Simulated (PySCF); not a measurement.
C₁₂H₉NS, SMILES c1ccc(c(C)c1)-c1c(ccs1)C#N, GFN2-xTB optimised geometry. Atoms within 1.6 Å of the plane z = 0.0 Å (x, y, z in Å): C1 (-2.30, -0.74, 0.02), C2 (-1.50, 0.53, 0.00), C3 (-2.16, 1.75, 0.00), C4 (-1.48, 2.95, 0.00), C5 (-0.09, 2.94, 0.00), C6 (0.59, 1.74, 0.00), C7 (-0.10, 0.53, 0.00), C8 (0.69, -0.70, 0.01), S9 (0.35, -2.06, -1.01), C10 (1.74, -2.90, -0.44), C11 (2.43, -2.19, 0.48), C12 (1.84, -0.92, 0.74), H15 (-1.87, -1.47, 0.72), H16 (-2.32, -1.20, -0.97), H17 (-3.32, -0.54, 0.32), H18 (-3.25, 1.75, 0.01), H19 (-2.02, 3.88, -0.01), H20 (0.46, 3.87, 0.00), H21 (1.67, 1.74, -0.01), H22 (1.95, -3.88, -0.82), H23 (3.32, -2.54, 0.98).

Computed with PySCF with B3LYP/def2-SVP. Cells within 0.4 Å of a nucleus heavier than hydrogen are left out (blank, or x).

Map of the LUMO amplitude (bohr^(-3/2)) on the plane z = 0.0 Å; orbital energy -1.75 eV, overall sign arbitrary:

```
|444444444444444444444444444|
|444444444444444444444444444|
|444444444444444444444444444|
|444444444444444444444444444|
|444444444444444444444444444|
|444444444444444444444444444|
|4444433444x34x3334444444444|
|4444333344x33x3333444444444|
|444333333444333334444444444|
|44433333xx4444xx44444444444|
|44433334x44345x444444444444|
|444444444432354434444444444|
|444444444xx2xx2234554444444|
|444444444333442014555444444|
|44444444x34457xx05765544444|
|44444444x44469xx15765544444|
|444444444444567434665444444|
|444444333333334444454444444|
|444443333332113454333444444|
|444444333332113587333334444|
|444444443333224699533334444|
|444444444333334677543334444|
|444444444433344555444444444|
|444444444444444444444444444|
|444444444444444444444444444|
|444444444444444444444444444|
|444444444444444444444444444|
```
Scale: ten equal steps from -0.065 (start of '0') to 0.096 (end of '9'), in the order '0123456789'; x runs from -6.00 to 6.00, y from -6.00 (bottom) to 6.00 (top).
